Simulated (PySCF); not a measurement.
# Property card for 2-propylpyridine, `n1c(CCC)cccc1`

Compound: 2-propylpyridine, C8H11N.
Numbering: `[CH3:1][CH2:2][CH2:3][c:4]1[cH:5][cH:6][cH:7][cH:8][n:9]1` (hydrogens: H10, H11, H12 on C1; H13, H14 on C2; H15, H16 on C3; H17 on C5; H18 on C6; H19 on C7; H20 on C8)

Structure used (PBE0-D3(BJ)/def2-SVP), in Å, numbered top down from 1:
```xyz
20
C8H11N angstrom
C     -2.281    1.094    0.040
C     -2.027   -0.283   -0.553
C     -0.985   -1.108    0.211
C      0.380   -0.478    0.217
C      1.259   -0.653   -0.862
C      2.497   -0.021   -0.839
C      2.825    0.769    0.261
C      1.887    0.882    1.285
N      0.700    0.280    1.269
H     -1.369    1.708    0.047
H     -2.626    1.019    1.083
H     -3.050    1.635   -0.533
H     -2.969   -0.856   -0.579
H     -1.704   -0.183   -1.604
H     -1.302   -1.227    1.259
H     -0.922   -2.113   -0.237
H      0.967   -1.283   -1.706
H      3.200   -0.146   -1.666
H      3.786    1.283    0.328
H      2.108    1.493    2.168
```

Among its groups: pyridine-type ring nitrogen.

From PBE0-D3(BJ)/def2-SVP geometry optimisation, gas phase (PySCF):

- Point group: C1
- Rotational constants A, B, C: 3.342, 1.108, 0.978 GHz

PBE0/def2-SVPD ground state, ΔSCF and vertical TDDFT (core frozen in the response) (PySCF):

- Dipole moment: 1.85 D
- HOMO energy: -7.26 eV
- LUMO energy: -0.76 eV
- HOMO–LUMO gap: 6.50 eV
- Lowest singlet excitation: 4.83 eV (257 nm, f = 0.004)
- Strongest line among the 10 lowest singlet transitions: S8 at 7.22 eV (172 nm, f = 0.525)
- Lowest triplet excitation (Tamm–Dancoff): 4.15 eV
- Static isotropic polarisability: 99.6 au
- Vertical ionisation energy: 9.10 eV
- Electronic spatial extent ⟨r²⟩ about the centre of nuclear charge: 1304 bohr²

From PBE0/pcSseg-1 ground state and GIAO shieldings, non-relativistic (PySCF):

- Lowest Hirshfeld atomic charge: -0.15 e on N9
- Highest Hirshfeld atomic charge: +0.07 e on C4
- 13C chemical shifts (computed TMS as zero) by class: 168.8 (C4), 154.7 (C8), 141.6 (C6), 127.6 (C5), 125.6 (C7), 42.6 (C3), 28.4 (C2), 13.9 (C1) ppm
- 1H chemical shifts (computed TMS as zero) by class: 8.66 (H20), 7.68 (H18), 7.20 (H17), 7.07 (H19), 2.76 (H15/H16), 1.55 (H13/H14), 0.81 (H10/H11/H12) ppm
- Isotropic shieldings of nuclei other than C and H, by class: -98 (N9) ppm
- Mayer bond orders between heavy atoms: C1–C2 1.05, C2–C3 1.03, C3–C4 1.04, C4–C5 1.32, C5–C6 1.45, C6–C7 1.41, C7–C8 1.40, C8–N9 1.49, N9–C4 1.46

Monoisotopic mass (most abundant isotopes): 121.0891 u.

The largest Löwdin shares of the LUMO are 0.25 on C6, 0.22 on N9, 0.12 on C8 and 0.12 on C5. The largest Löwdin shares of the HOMO are 0.55 on N9, 0.11 on C8, 0.10 on C4 and 0.06 on C5. The rotational constants make it an asymmetric top with κ = (2B − A − C)/(A − C) = -0.89, nearer the prolate limit (−1). The ΔSCF ionisation energy exceeds −ε(HOMO) by 1.84 eV with PBE0. The vertical singlet–triplet gap S1 − T1 is 0.68 eV (TDDFT singlet less Tamm–Dancoff triplet; S1: HOMO→LUMO, weight 0.95; T1: HOMO→LUMO, weight 0.77). S1 lies 1.67 eV below the HOMO–LUMO gap; its leading configuration is HOMO→LUMO, weight 0.95. No computed singlet falls in the visible range (750 to 380 nm, 1.65 to 3.26 eV); S1 lies 1.57 eV above its blue end.

 NMR classes are plain means over equivalent atoms (diastereotopic ones count apart unless rotation or inversion swaps them), as if these changed places fast; in this geometry the members of some classes differ.

One conformer stands for the species.
